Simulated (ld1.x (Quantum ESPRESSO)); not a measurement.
## What one change does to a pseudopotential (Ag, PAW)

silver (Ag), PAW, made with ld1.x (Quantum ESPRESSO) 7.5 (PBE, scalar-relativistic). Core [Kr], reference 4d9 5s2 5p0. Waves: 5s (bound): rcut 1.90, rcutus 2.10 bohr; 5s channel at 0.65 Ry: rcut 1.90, rcutus 2.10 bohr; 5p (bound, empty): rcut 2.80, rcutus 3.00 bohr; 5p channel at 2.1 Ry: rcut 2.80, rcutus 3.00 bohr; 4d (bound): rcut 1.35, rcutus 1.50 bohr; 4d channel at 1 Ry: rcut 1.35, rcutus 1.50 bohr. Local part: all-electron potential smoothed inside 2.30 bohr (lloc = -1). Core correction: Bessel-smoothed model core inside 0.75 bohr. Augmentation charge: BESSEL, radius 1.55 bohr.

Change: local potential all-electron potential smoothed inside 1.82 bohr (lloc = -1).

Cutoffs: the cutoffs (Ry, on a coarse ladder) from which the occupation-weighted sum of valence levels, in a spherical-Bessel basis at the reference potential, stays within 10 and 1 mRy of its value at 400 Ry; they do not see the model core or the augmentation charge, which bear on the density cutoff. Errors are all-electron minus pseudo energies relative to the spin-unpolarised reference configuration.

Q: What does the change do?

A: The potential gets neither clearly harder nor softer (50 Ry and 90 Ry → 50 Ry and 90 Ry); a bound ghost appears in s, which as a rule spoils a file; of the 7 tests that both files solve, the error grows in 0 and shrinks in 2 by more than 15 % and 0.3 meV (median size 43.3 → 42.0 meV); the range in which the s phases agree widens (upper end 1.1 → at the end of the scan). A state that the projectors do not describe sees the local part alone, so a deeper or shallower local part can create or remove a ghost.

```tsv
quantity	base	changed
cutoff, loose	50 Ry	50 Ry
cutoff, tight	90 Ry	90 Ry
bound ghosts	none	s
error for 4d10 5s1 5p0, meV [ΔE -4.08 eV]	-43	-42
error for 4d10 5s0 5p0, meV [ΔE 3.68 eV]	-59	-55
error for 4d9 5s0 5p0, meV [ΔE 25.79 eV]	-9.7	-7.5
error for 4d9 5s1 5p1, meV [ΔE 4.50 eV]	-1.4	+1.2
error for 4d10 5s0 5p1, meV [ΔE -0.21 eV]	-53	-54
error for 4d7 5s0 5p0, meV [ΔE 113.70 eV]	-634	-631
error for 4d9 5s1 5p0, meV [ΔE 9.07 eV]	-2.5	-2.1
s: phases at 3.26 bohr within 0.05 rad from the reference energy up to (Ry; the scan ends near 5)	1.1	to the end of the scan
p: phases at 3.26 bohr within 0.05 rad from the reference energy up to (Ry; the scan ends near 5)	3.3	3.1
d: phases at 3.26 bohr within 0.05 rad from the reference energy up to (Ry; the scan ends near 5)	to the end of the scan	to the end of the scan
lowest overlap eigenvalue by channel	s 0.51, p 0.57, d 0.99	s 0.51, p 0.50, d 0.93
```

 A true bound ghost makes a file unfit for plane-wave use even where its test errors are small: the radial tests pick states by their node count and pass the ghost by.
